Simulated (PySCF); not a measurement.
C2H6BeFN.

```xyz
11

Be     0.0000     0.0000     1.0725
F      0.0000     0.0000     2.4738
N      0.0000     0.0000    -0.4332
C      0.0000    -1.2113    -1.2311
C      0.0000     1.2113    -1.2311
H     -0.8972    -1.2771    -1.8943
H      0.8972    -1.2771    -1.8943
H      0.0000    -2.1143    -0.5856
H      0.8972     1.2771    -1.8943
H     -0.8972     1.2771    -1.8943
H      0.0000     2.1143    -0.5856
```

Geometry: PBE-D3(BJ)/def2-SVP. The structure was generated by enumeration; whether it is a known compound was not checked. One conformer was computed; it need not be the lowest.

These are HF/pcSseg-1 (PySCF) values and carry that method's errors. Non-relativistic, no solvent.

Computed absolute GIAO shielding of each atom: isotropic value and principal components (ppm):
```
atom  σ(iso)    σ11    σ22    σ33   span
----  ------  -----  -----  -----  -----
Be1    109.6   82.7   88.6  157.5   74.7
F2     389.3  322.6  371.0  474.3  151.6
N3     254.3  225.6  249.7  287.7   62.1
C4     152.6  131.3  141.6  184.9   53.6
C5     152.6  131.3  141.6  184.9   53.6
H6      29.2   24.8   26.8   35.8   11.0
H7      29.2   24.8   26.8   35.8   11.0
H8      28.9   24.1   27.1   35.3   11.2
H9      29.2   24.8   26.8   35.8   11.0
H10     29.2   24.8   26.8   35.8   11.0
H11     28.9   24.1   27.1   35.3   11.2
```
